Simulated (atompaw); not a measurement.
## What one change does to a pseudopotential (ruthenium (Ru), PAW (atompaw))

- Element: ruthenium (Ru)
- Generator: atompaw 4.2.0.5
- Type: PAW
- Functional: PBEsol
- Relativity: scalar-relativistic
- Frozen core: [Kr]
- Valence charge: 8
- Reference configuration: 4d6 5s2 5p0
- Partial waves: 5s (bound): rc 3.00 bohr; 5s channel at 0.4 Ry: rc 2.75 bohr; 5p (bound, empty): rc 3.00 bohr; 5p channel at 4.65 Ry: rc 3.00 bohr; 4d (bound): rc 1.85 bohr; 4d channel at 0.75 Ry: rc 3.00 bohr
- Local potential: bessel scheme, radius 2.20 bohr
- Core correction: smooth core density matched at 2.95 bohr
- Augmentation charge: sinc compensation charge, radius 2.85 bohr; PAW radius 3.00 bohr; waves and projectors: custom polynom2 7 10 vanderbiltortho

All-electron outer shells of the reference configuration (PBEsol, scalar-relativistic, ld1.x):

```tsv
shell	level (eV)	outermost node (bohr)	outermost maximum (bohr)
4s	-79.64	0.48	0.91
4p	-49.55	0.49	0.98
4d	-7.68	0.48	1.20
5s	-5.23	1.23	2.63
5p	-1.33	1.39	3.55
```

Change: wave 5s channel at 0.4 Ry: rc 2.75 bohr becomes 5s channel at -0.26 Ry: rc 2.75 bohr.

Cutoffs: the cutoffs (Ry, on a coarse ladder) from which the occupation-weighted sum of valence levels, in a spherical-Bessel basis at the reference potential, stays within 10 and 1 mRy of its value at 400 Ry; they do not see the model core or the augmentation charge, which bear on the density cutoff.

**Question.** What does the change do?

**Answer.** The potential gets neither clearly harder nor softer (25 Ry and 100 Ry → 25 Ry and 100 Ry); a bound ghost appears in s, which as a rule spoils a file.

```tsv
quantity	base	changed
cutoff, loose	25 Ry	25 Ry
cutoff, tight	100 Ry	100 Ry
bound ghosts	none	s
s: phases at 3.02 bohr within 0.05 rad from the reference energy up to (Ry; the scan ends near 5)	2.8	2.4
p: phases at 3.02 bohr within 0.05 rad from the reference energy up to (Ry; the scan ends near 5)	to the end of the scan	to the end of the scan
d: phases at 3.02 bohr within 0.05 rad from the reference energy up to (Ry; the scan ends near 5)	to the end of the scan	to the end of the scan
lowest overlap eigenvalue by channel	s 0.81, p 0.77, d 0.55	s 0.55, p 0.77, d 0.55
```

 A true bound ghost makes a file unfit for plane-wave use even where its test errors are small: the radial tests pick states by their node count and pass the ghost by. The cutoffs see the waves, projectors and local potential, not the compensation charge or the core.
